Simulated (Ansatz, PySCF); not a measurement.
Constitutional and geometric isomers with formula CH4OSi. Gas-phase values, no solvent. One relaxed conformer stands for each flexible species; it need not be the lowest. Strings in code marks are SMILES.

Quantity: electronic energy of isomers of CH4OSi relative to `C[SiH]=O`, in kcal/mol.

Level 1: frozen-core MP2/cc-pVTZ // B3LYP-D3(BJ)/def2-TZVP (Ansatz, a quantum-chemistry and plane-wave program)
Level 2: B3LYP/6-311+G** // B3LYP-D3(BJ)/def2-TZVP (PySCF)
Level 3: PBE/6-31G* // B3LYP-D3(BJ)/def2-TZVP (PySCF)
Level 4: HF/STO-3G // B3LYP-D3(BJ)/def2-TZVP (PySCF)

| species | level 1 | level 2 | level 3 | level 4 |
|---|---|---|---|---|
| `O=C[SiH3]` | 35.8 | 26.3 | 26.7 | -17.7 |
| `C=[SiH]O` (C–Si–O–H torsion 0°) | 13.9 | 12.3 | 19.3 | [?] |
| `C1O[SiH2]1` | 27.7 | [?] | [?] | -9.65 |

Q: Fill in the missing entries.

A: 
- `C=[SiH]O` (C–Si–O–H torsion 0°), level 4: 18.2
- `C1O[SiH2]1`, level 2: 26.8
- `C1O[SiH2]1`, level 3: 23.2
